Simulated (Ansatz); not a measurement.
Cost and result up the ladder for the cluster Al₆Cu₄ (10 atoms). Charge 0, multiplicity 1. Geometry: PBE-D4/def2-SVP.

```xyz
10

Cu   -2.4189    0.5530    0.2834
Cu   -0.4486    2.0318    0.4532
Cu   -0.0139   -1.9855   -0.3094
Cu    1.7031   -1.2753    1.2436
Al   -0.4730   -0.2421    1.4753
Al    1.8083   -0.6727   -1.1484
Al   -2.4776   -1.8033   -0.5195
Al    1.7214    1.1749    1.1963
Al   -0.6754    0.2455   -1.3878
Al    1.2748    1.9737   -1.2866
```

Ansatz on 4 threads of Intel Xeon Platinum 8488C on a shared host. Times are rough, and most runs start from the orbitals of an earlier one. No level here is sound enough to serve as a yardstick. Binding counts from free atoms at the same level (Cu doublet, Al doublet; other spins of the atoms weren't run), without zero-point energy or a counterpoise term.

No other spin state of charge 0 was run. Another isomer (singlet) lies 0.17 eV lower at PBE0-D4/def2-TZVP; other spin states weren't run for this one.

Run but left out: HF/STO-3G, HF/def2-TZVP (restricted singlet, unstable in another Hartree–Fock run and untested here); MP2/def2-SVP (restricted singlet, unstable towards broken spin symmetry).

| level | functions | wall time | binding energy per atom (eV) | remarks |
| --- | --- | --- | --- | --- |
| PBE-D4/def2-SVP | 232 | 4.6 s | 2.76 | restricted SCF unstable in HF |
| PBE0-D4/def2-SVP | 232 | 11 s | 2.46 | restricted SCF unstable in HF |
| PBE-D4/def2-TZVP (with forces) | 402 | 13 s | 2.51 | restricted SCF unstable in HF |
| r2SCAN-D4/def2-TZVP | 402 | 24 s | 2.52 | restricted SCF unstable in HF |
| PBE0-D4/def2-TZVP | 402 | 46 s | 2.27 | restricted SCF unstable in HF |
